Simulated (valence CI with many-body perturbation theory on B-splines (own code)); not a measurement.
Results of a calculation; reference values are marked as such.
Basis-set convergence for Cs32+

Method: configuration interaction combined with many-body perturbation theory (CI+MBPT): five valence electrons over a frozen Dirac-Fock core [Ar], a basis of 7 s, 7 p, 8 d, 6 f, 4 g, 1 h functions for each j, with the one-electron correlation potential Σ1, the two-electron term Σ2, the three-electron term Σ3, Breit, model QED; selected CI, second order for the rest, scaled by the run's own slope (own B-spline code, finite nucleus).

The last digits are not significant, and no measured levels were compared; by estimate large intervals hold to a few tenths of a per cent, small ones and those within an open d or f shell to about a per cent. Among the levels kept, up to 640 cm⁻¹ of a level comes from second order outside the variational space, and about a tenth of that is noise between levels of different J, which matters for small intervals. Only levels of the ground parity were solved; by the run's estimate the other parity begins above the list, which can be wrong where configurations are misplaced.

The reference run has the lowest level (3d3/2^4 3d5/2) J=5/2 and an ionisation energy of 2028.97 eV. Its largest variational space holds 20379 state functions.

Levels are named by their leading jj configuration (3d3/2^4 stands for four electrons in 3d with j = 3/2), which in mixed levels can hold well under half, so a name can repeat and another be missing. Letters in brackets count levels of one name in rising energy.

Changed runs:
A. basis 6 s, 6 p, 5 d, 5 f, 1 g
B. basis 5 s, 5 p, 4 d, 4 f

Excitation energies of the reference run in cm⁻¹, and shifts in cm⁻¹:

```csv
Level,Reference,A,B
(3d3/2^3 3d5/2^2) J=5/2 [a],96966,+172,+640
(3d3/2^3 3d5/2^2) J=7/2 [a],158049,+239,+1037
(3d3/2^3 3d5/2^2) J=3/2 [a],163301,+229,+949
(3d3/2^3 3d5/2^2) J=11/2,166715,+250,+1009
(3d3/2^3 3d5/2^2) J=9/2,185012,+226,+1120
(3d3/2^3 3d5/2^2) J=5/2 [b],189681,+181,+984
(3d3/2^3 3d5/2^2) J=1/2,199460,+235,+1011
(3d3/2^3 3d5/2^2) J=7/2 [b],230215,+335,+1551
(3d3/2^2 3d5/2^3) J=5/2 [a],246001,+279,+1134
(3d3/2^2 3d5/2^3) J=7/2 [a],272047,+221,+1189
(3d3/2^3 3d5/2^2) J=3/2 [b],277112,+405,+1520
(3d3/2^2 3d5/2^3) J=11/2,277358,+232,+1062
Ionisation energy (eV),2028.97,-0.09,-0.13
```
